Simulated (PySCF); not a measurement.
Se(iPr)(SH) (C3H8SSe), SMILES CC(C)[Se]S.

Geometry optimised at PBE0-D3(BJ)/def2-SVP. One conformer was computed; it need not be the lowest.

Two levels are set side by side: TDA-PBE/def2-SVPD (PySCF) and TDA-ωB97X/def2-SVPD (PySCF). Vertical, same geometry. The lowest singlet is HOMO→LUMO 99 % with PBE and HOMO→LUMO 89 % with the other functional; states are paired by order. Differences are taken from unrounded values.

```csv
quantity,TDA-ωB97X
lowest singlet excitation (eV),4.17
lowest triplet excitation (TDA) (eV),3.49
```

Q: What does TDA-PBE give, and how far is it from TDA-ωB97X? (Estimate from the structure and the level; the computed values follow.)

A: 
| quantity | TDA-PBE | TDA-PBE minus TDA-ωB97X |
|---|---|---|
| lowest singlet excitation (eV) | 3.73 | -0.44 |
| lowest triplet excitation (TDA) (eV) | 3.11 | -0.38 |

Functionals without exact exchange tend to place singlet excitations lower, as here. Differences between two approximate levels are no errors against the true value.

Rough cost on one machine, each run with all the roots and properties that it gave: TDA-ωB97X against TDA-PBE about 5 times.
